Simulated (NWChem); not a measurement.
System: MoOCl₂F₂; SMILES [O]=[Mo]([F])([F])([Cl])[Cl]

Input file for NWChem:

```
start job
memory heap 200 mb stack 900 mb global 1100 mb
geometry units angstroms
  Mo     0.104970     0.222211     0.146666
  O      1.366923    -0.024670     1.158048
  F      0.365739     1.742057    -0.792470
  F     -1.110324     1.295531     0.940914
  Cl     0.746168    -0.807338    -1.670488
  Cl    -1.248229    -1.410667     0.671591
end
basis spherical
  * library def2-svp
end
ecp
  Mo library def2-ecp
end
dft
  xc pbe0
  iterations 150
end
driver
  maxiter 120
end
task dft optimize
```

NWChem printed, in part:

```
             Northwest Computational Chemistry Package (NWChem) 7.3.0
             --------------------------------------------------------

 CS  symmetry detected

                             Geometry "geometry" -> ""
                             -------------------------

 Output coordinates in angstroms (scale by  1.889725989 to convert to a.u.)

  No.       Tag          Charge          X              Y              Z
 ---- ---------------- ---------- -------------- -------------- --------------
    1 Mo                  42.0000     0.27467283     0.11133943     0.00000000
    2 O                    8.0000     0.42934968     1.73997201     0.00000000
    3 F                    9.0000     1.45404428    -0.61201254    -1.16003960
    4 F                    9.0000     1.45404428    -0.61201254     1.16003960
    5 Cl                  17.0000    -1.21011333    -0.22293549    -1.56739906
    6 Cl                  17.0000    -1.21011333    -0.22293549     1.56739906

 Effective nuclear repulsion energy (a.u.)     920.1718654641

      Symmetry information
      --------------------

 Group name             Cs
 Group number              2
 Group order               2
 No. of unique centers     4

                                Z-matrix (autoz)
                                --------

 Units are Angstrom for bonds and degrees for angles

      Type          Name      I     J     K     L     M      Value
      ----------- --------  ----- ----- ----- ----- ----- ----------
    1 Stretch                  1     2                       1.63596
    2 Stretch                  1     3                       1.80550
    3 Stretch                  1     4                       1.80550
    4 Stretch                  1     5                       2.18474
    5 Stretch                  1     6                       2.18474
    6 Bend                     2     1     3               109.69924
    7 Bend                     2     1     4               109.69924
    8 Bend                     2     1     5               102.50800
    9 Bend                     2     1     6               102.50800
   10 Bend                     3     1     4                79.95722
   11 Bend                     3     1     5                85.50811
   12 Bend                     3     1     6               147.52058
   13 Bend                     4     1     5               147.52058
   14 Bend                     4     1     6                85.50811
   15 Bend                     5     1     6                91.68572

                           NWChem Geometry Optimization
                           ----------------------------

 maximum gradient threshold         (gmax) =   0.000450
 rms gradient threshold             (grms) =   0.000300
 maximum cartesian step threshold   (xmax) =   0.001800
 rms cartesian step threshold       (xrms) =   0.001200
 fixed trust radius                (trust) =   0.300000
 source of zmatrix                         =   autoz

          -------------------
          Energy Minimization
          -------------------

 Using diagonal initial Hessian
 Scaling for Hessian diagonals: bonds = 1.00  angles = 0.25  torsions = 0.10

          --------
          Step   0

                                 NWChem DFT Module
                                 -----------------

 Summary of "ao basis" -> "ao basis" (spherical)
 ------------------------------------------------------------------------------
       Tag                 Description            Shells   Functions and Types
 ---------------- ------------------------------  ------  ---------------------
 Mo                         def2-svp                11       31   5s3p2d1f
 O                          def2-svp                 6       14   3s2p1d
 F                          def2-svp                 6       14   3s2p1d
 Cl                         def2-svp                 8       18   4s3p1d

      Symmetry analysis of basis
      --------------------------

        a'         63
        a"         46

            General Information
            -------------------
          SCF calculation type: DFT
          Wavefunction type:  closed shell.
          No. of atoms     :     6
          No. of electrons :    74
           Alpha electrons :    37
            Beta electrons :    37
          Charge           :     0
          Spin multiplicity:     1
          Use of symmetry is: on ; symmetry adaption is: on
          Maximum number of iterations: 150
          AO basis - number of functions:   109
                     number of shells:    45
          Convergence on energy requested:  1.00D-06
          Convergence on density requested:  1.00D-05
          Convergence on gradient requested:  5.00D-04

              XC Information
              --------------
                         PBE0 Method XC Functional
                     Hartree-Fock (Exact) Exchange  0.250
          PerdewBurkeErnzerhof Exchange Functional  0.750
            Perdew 1991 LDA Correlation Functional  1.000 local
           PerdewBurkeErnz. Correlation Functional  1.000 non-local

             Grid Information
             ----------------
          Grid used for XC integration:  medium
          Radial quadrature: Mura-Knowles
          Angular quadrature: Lebedev.
          Tag              B.-S. Rad. Rad. Pts. Rad. Cut. Ang. Pts.
          ---              ---------- --------- --------- ---------
          Mo                  1.45      123           8.0       590
          O                   0.60       49           8.0       434
          F                   0.50       49          10.0       434
          Cl                  1.00       88           9.0       590
          Grid pruning is: on
          Number of quadrature shells:   309
          Spatial weights used:  Erf1

      Superposition of Atomic Density Guess
      -------------------------------------

 Sum of atomic energies:       -1269.21520294

      Non-variational initial energy
      ------------------------------

 Total energy =   -1259.752722
 1-e energy   =   -2701.235120
 2-e energy   =     972.074073
 HOMO         =      -0.425518
 LUMO         =      -0.070918

      Symmetry analysis of molecular orbitals - initial
      -------------------------------------------------

  Numbering of irreducible representations:

     1 a'          2 a"

  Orbital symmetries:

     1 a'          2 a"          3 a'          4 a"          5 a'
     6 a'          7 a"          8 a'          9 a"         10 a'
    11 a'         12 a"         13 a"         14 a'         15 a'
    16 a"         17 a'         18 a'         19 a"         20 a'
    21 a'         22 a"         23 a'         24 a"         25 a'
    26 a'         27 a"         28 a"         29 a'         30 a"
    31 a'         32 a'         33 a"         34 a'         35 a'
    36 a"         37 a"         38 a'         39 a"         40 a'
    41 a'         42 a'         43 a"         44 a'         45 a'
    46 a"         47 a'

   convergence    iter        energy       DeltaE   RMS-Dens  Diis-err
 ---------------- ----- ----------------- --------- --------- ---------
 d= 0,ls=0.0,diis     1  -1261.9867794123 -1.73D+03  5.35D-02  4.94D+00
 d= 0,ls=0.0,diis     2  -1254.1430487420  7.84D+00  4.58D-02  6.41D+01
 d= 0,ls=0.0,diis     3  -1262.4770277193 -8.33D+00  9.75D-03  1.27D+00
 d= 0,ls=0.0,diis     4  -1262.5126263796 -3.56D-02  4.35D-03  9.50D-01
 d= 0,ls=0.0,diis     5  -1262.6076996876 -9.51D-02  3.43D-04  8.72D-03
  Resetting Diis
 d= 0,ls=0.0,diis     6  -1262.6084611697 -7.61D-04  1.46D-04  1.17D-03
 d= 0,ls=0.0,diis     7  -1262.6085585252 -9.74D-05  2.50D-04  1.42D-04
 d= 0,ls=0.0,diis     8  -1262.6084406784  1.18D-04  1.78D-04  1.22D-03
 d= 0,ls=0.0,diis     9  -1262.6085718194 -1.31D-04  3.45D-05  3.42D-05
 d= 0,ls=0.0,diis    10  -1262.6085754137 -3.59D-06  6.37D-06  1.08D-06
 d= 0,ls=0.0,diis    11  -1262.6085755334 -1.20D-07  1.40D-06  7.40D-08

         Total DFT energy =    -1262.608575533429
      One electron energy =    -2702.753167161861
           Coulomb energy =     1063.979569359540
    Exchange-Corr. energy =      -93.243303252970
 Nuclear repulsion energy =      469.408325521862

 Numeric. integr. density =       74.000009137622

                  Occupations of the irreducible representations
                  ----------------------------------------------

                     irrep           alpha         beta
                     --------     --------     --------
                     a'               21.0         21.0
                     a"               16.0         16.0

                       DFT Final Molecular Orbital Analysis
                       ------------------------------------

 Vector   35  Occ=2.000000D+00  E=-3.844823D-01  Symmetry=a'
              MO Center= -7.6D-01,  1.0D-01, -1.4D-14, r^2= 4.1D+00
   Bfn.  Coefficient  Atom+Function         Bfn.  Coefficient  Atom+Function
  ----- ------------  ---------------      ----- ------------  ---------------
    85      0.354161  5 Cl py               103      0.354161  6 Cl py
    82      0.274553  5 Cl py               100      0.274553  6 Cl py
    35      0.262795  2 O  px                38      0.199676  2 O  px
    79      0.158324  5 Cl py                97      0.158324  6 Cl py
    84     -0.152829  5 Cl px               102     -0.152829  6 Cl px

 Vector   36  Occ=2.000000D+00  E=-3.734627D-01  Symmetry=a"
              MO Center= -9.5D-01, -2.6D-02, -3.7D-14, r^2= 3.9D+00
   Bfn.  Coefficient  Atom+Function         Bfn.  Coefficient  Atom+Function
  ----- ------------  ---------------      ----- ------------  ---------------
    85      0.414304  5 Cl py               103     -0.414304  6 Cl py
    82      0.316948  5 Cl py               100     -0.316948  6 Cl py
    37      0.221179  2 O  pz                79      0.182605  5 Cl py
    97     -0.182605  6 Cl py                40      0.165568  2 O  pz
    84     -0.087700  5 Cl px               102      0.087700  6 Cl px

[...]

      ----------------------
      Optimization converged
      ----------------------

  Step       Energy      Delta E   Gmax     Grms     Xrms     Xmax
  ---- ---------------- -------- -------- -------- -------- --------
@    5   -1262.61866278 -2.8D-07  0.00004  0.00002  0.00046  0.00131
                                     ok       ok       ok       ok

                                Z-matrix (autoz)
                                --------

 Units are Angstrom for bonds and degrees for angles

      Type          Name      I     J     K     L     M      Value     Gradient
      ----------- --------  ----- ----- ----- ----- ----- ---------- ----------
    1 Stretch                  1     2                       1.63462   -0.00003
    2 Stretch                  1     3                       1.84137   -0.00001
    3 Stretch                  1     4                       1.84137   -0.00001
    4 Stretch                  1     5                       2.27817   -0.00004
    5 Stretch                  1     6                       2.27817   -0.00004
    6 Bend                     2     1     3               105.61058   -0.00002
    7 Bend                     2     1     4               105.61058   -0.00002
    8 Bend                     2     1     5               103.64117    0.00001
    9 Bend                     2     1     6               103.64117    0.00001
   10 Bend                     3     1     4                83.66872   -0.00000
   11 Bend                     3     1     5                86.21449    0.00001
   12 Bend                     3     1     6               150.64430    0.00001
   13 Bend                     4     1     5               150.64430    0.00001
   14 Bend                     4     1     6                86.21449    0.00001
   15 Bend                     5     1     6                89.31726   -0.00001

                         Geometry "geometry" -> "geometry"
                         ---------------------------------

 Output coordinates in angstroms (scale by  1.889725989 to convert to a.u.)

  No.       Tag          Charge          X              Y              Z
 ---- ---------------- ---------- -------------- -------------- --------------
    1 Mo                  42.0000     0.29066618     0.09029027     0.00000000
    2 O                    8.0000     0.50939945     1.71020913     0.00000000
    3 F                    9.0000     1.49220688    -0.57195443    -1.22815305
    4 F                    9.0000     1.49220688    -0.57195443     1.22815305
    5 Cl                  17.0000    -1.29629749    -0.23758757    -1.60128504
    6 Cl                  17.0000    -1.29629749    -0.23758757     1.60128504

 Effective nuclear repulsion energy (a.u.)     894.6114914362

      Symmetry information
      --------------------

 Group name             Cs
 Group number              2
 Group order               2
 No. of unique centers     4

                Final and change from initial internal coordinates
                --------------------------------------------------

                                Z-matrix (autoz)
                                --------

 Units are Angstrom for bonds and degrees for angles

      Type          Name      I     J     K     L     M      Value       Change
      ----------- --------  ----- ----- ----- ----- ----- ---------- ----------
    1 Stretch                  1     2                       1.63462   -0.00134
    2 Stretch                  1     3                       1.84137    0.03586
    3 Stretch                  1     4                       1.84137    0.03586
    4 Stretch                  1     5                       2.27817    0.09344
    5 Stretch                  1     6                       2.27817    0.09344
    6 Bend                     2     1     3               105.61058   -4.08866
    7 Bend                     2     1     4               105.61058   -4.08866
    8 Bend                     2     1     5               103.64117    1.13317
    9 Bend                     2     1     6               103.64117    1.13317
   10 Bend                     3     1     4                83.66872    3.71150
   11 Bend                     3     1     5                86.21449    0.70638
   12 Bend                     3     1     6               150.64430    3.12372
   13 Bend                     4     1     5               150.64430    3.12372
   14 Bend                     4     1     6                86.21449    0.70638
   15 Bend                     5     1     6                89.31726   -2.36846

 ==============================================================================
                                internuclear distances
 ------------------------------------------------------------------------------
       center one      |      center two      | atomic units |  angstroms
 ------------------------------------------------------------------------------
    2 O                |   1 Mo               |     3.08898  |     1.63462
    3 F                |   1 Mo               |     3.47968  |     1.84137
    4 F                |   1 Mo               |     3.47968  |     1.84137
    5 Cl               |   1 Mo               |     4.30512  |     2.27817
    6 Cl               |   1 Mo               |     4.30512  |     2.27817
 ------------------------------------------------------------------------------
                         number of included internuclear distances:          5
 ==============================================================================
```

Level: PBE0/def2-SVP with def2 effective core potentials on Mo. No frequency run checked for a minimum. def2 effective core potentials on Mo; no spin-orbit coupling.
